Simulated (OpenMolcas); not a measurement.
Tb3+ with 2 ligands (oxide) in linear coordination (D∞h) at 2.04 Å. A charge of +0.5 e stands 2.4 Å behind each ligand. Ligand basis ANO-RCC-VDZP.

| Property | Result |
| --- | --- |
| Program | OpenMolcas 26.06 |
| Method | CASSCF |
| Basis | ANO-RCC-VDZP [7s6p4d2f1g] |
| Scalar Hamiltonian | DKH2, point nucleus |
| Active space | 8 electrons in 7 orbitals (4f) |
| State averaging | 2S+1 = 7 even, 7 roots; 2S+1 = 5 even, 62 roots kept (CI in the orbitals of an earlier block); 2S+1 = 3 even, 2 roots kept (CI in the orbitals of an earlier block, 0 in the spin-orbit step) |
| Spin-orbit coupling | state interaction with AMFI integrals over the reference wave functions |

Q: What is the spin-free ground state (labels by Λ)?

A: 7Φ, 2-fold in its orbital part; it has the highest spin that f8 allows.

Q: Where is the first state of the same spin?

A: 7Δ at 1790 cm-1 above the ground state.

Q: What are the lowest two levels with spin-orbit coupling?

A: A 2-fold level with g = 0.00, 0.00, 17.95, then a 2-fold level 561.5 cm-1 above it. Their leading multiplicities are 7 (97 %) and 7 (97 %).

Q: What is χT at 300 K, and how does it compare with the textbook value?

A: Hund's rules give f8 the level 7F6 with g = 1.500, so an isolated free-ion multiplet has χT = g² J(J+1) / 8 = 11.812 cm3 K/mol. The computed 11.168 at 300 K differs by -5 %, through the field's splitting, the mixing of terms and any other multiplet in reach.

High states are left out of the spin-orbit mixing, which shifts the levels that they would mix with. The oxide ions are held by bare point charges, a crude embedding. Without dynamic correlation the ligand-field splitting of an f shell can come out too small, at times by half. The first state left out of the spin-orbit step lies near 47000 cm-1 above the lowest spin-free state of the reference (among the parities and spins computed), and the lists stop at four fifths of that energy or lower. No measured value stands beside these numbers; the geometry was imposed, not optimised, and the real ion may take another.

With an even number of electrons the g values are those of a degenerate or nearly degenerate non-Kramers pair.
